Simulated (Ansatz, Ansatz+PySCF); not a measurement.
```xyz
2

O     0.0000    0.0000   -0.5941
O     0.0000    0.0000    0.5941
```

Basis set: cc-pVDZ (spherical functions). Correlated methods keep 2 orbitals frozen. Charge 0, multiplicity 1.

Computed with Ansatz (development build ahead of 0.2.0); each method stands on the lowest determinant of its kind that the runs found. Restricted open shells among the atoms or ions are ROHF, correlated in semicanonical orbitals with singles. Restricted functionals stand beside restricted open-shell atoms, which can lie above the unrestricted atoms usual in DFT and then raise those values.

(1) Give the atomization energy at this shape (free ground-state atoms in the same class of orbitals less the molecule, no zero-point energy) of singlet O₂ by ωB97X (unrestricted), r²SCAN (unrestricted), ωB97X (restricted), r²SCAN (restricted), PBE (unrestricted), PBE0 (unrestricted), PBE (restricted), PBE0 (restricted), UHF-MP2, RHF-CCSD(T), RHF-MP2, UHF, RHF, UHF-CCSD(T), RHF-CCSD.

Results:

(1)

| method | atomization energy |
| --- | --- |
| ωB97X (unrestricted) | 470.9 kJ/mol |
| r²SCAN (unrestricted) | 486.2 kJ/mol |
| ωB97X (restricted) | 370.1 kJ/mol |
| r²SCAN (restricted) | 365.7 kJ/mol |
| PBE (unrestricted) | 563.0 kJ/mol |
| PBE0 (unrestricted) | 470.0 kJ/mol |
| PBE (restricted) | 447.7 kJ/mol |
| PBE0 (restricted) | 351.9 kJ/mol |
| UHF-MP2 | 397.7 kJ/mol |
| RHF-CCSD(T) | 301.9 kJ/mol |
| RHF-MP2 | 340.3 kJ/mol |
| UHF | 48.6 kJ/mol |
| RHF | -76.6 kJ/mol |
| UHF-CCSD(T) | 391.1 kJ/mol |
| RHF-CCSD | 271.3 kJ/mol |

Caution: another spin multiplicity may lie lower. Caution for ωB97X (unrestricted), PBE0 (unrestricted), UHF-MP2, UHF, UHF-CCSD(T): the determinant breaks the point group; the unrestricted determinant is a mixture of spin states. Caution for r²SCAN (unrestricted), PBE (unrestricted): the unrestricted determinant is spin contaminated. Caution for ωB97X (restricted), r²SCAN (restricted), PBE (restricted), PBE0 (restricted), RHF-CCSD(T), RHF-MP2, RHF, RHF-CCSD: an unrestricted determinant lies well below.
